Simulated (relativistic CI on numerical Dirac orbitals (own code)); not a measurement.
W⁵⁺ (5d) in a crystal field

Calculated by Dirac-Coulomb-Breit CI, separate exchange-only KLI orbitals for each configuration, a model potential for QED, valence Slater integrals scaled by 0.85, one configuration in a parametric crystal field (own radial code).

Field parameters in Wybourne normalisation: Oh B⁴₀ = 21Dq, B⁴₄ = √(5/14) B⁴₀. The field is a parameter set, without covalency.

S and J are read from ⟨S²⟩ = S(S + 1) and ⟨J²⟩ = J(J + 1) of each level; they are not fictitious spins.

Oh, 10Dq = 10000 cm⁻¹, the lowest 3 levels:

| E (cm⁻¹) | Degeneracy | Irrep | S | J |
| --- | --- | --- | --- | --- |
| 0.0 | 4 | Γ8 | 0.50 | 1.67 |
| 6029 | 2 | Γ7 | 0.50 | 2.50 |
| 14025 | 4 | Γ8 | 0.50 | 2.38 |

Oh, 10Dq = 41950 cm⁻¹, the lowest 3 levels:

| E (cm⁻¹) | Degeneracy | Irrep | S | J |
| --- | --- | --- | --- | --- |
| 0.0 | 4 | Γ8 | 0.50 | 1.86 |
| 5173 | 2 | Γ7 | 0.50 | 2.50 |
| 44262 | 4 | Γ8 | 0.50 | 2.23 |

Oh, 10Dq = 33950 cm⁻¹, the lowest 3 levels:

```tsv
E (cm⁻¹)	Degeneracy	Irrep	S	J
0.0	4	Γ8	0.50	1.84
5251	2	Γ7	0.50	2.50
36418	4	Γ8	0.50	2.24
```

The free-ion ground term has S = 1/2. Every field shown keeps that spin.

Levels of this model without a field, named by their leading LS term: ²D3/2 0, ²D5/2 8034 cm⁻¹.
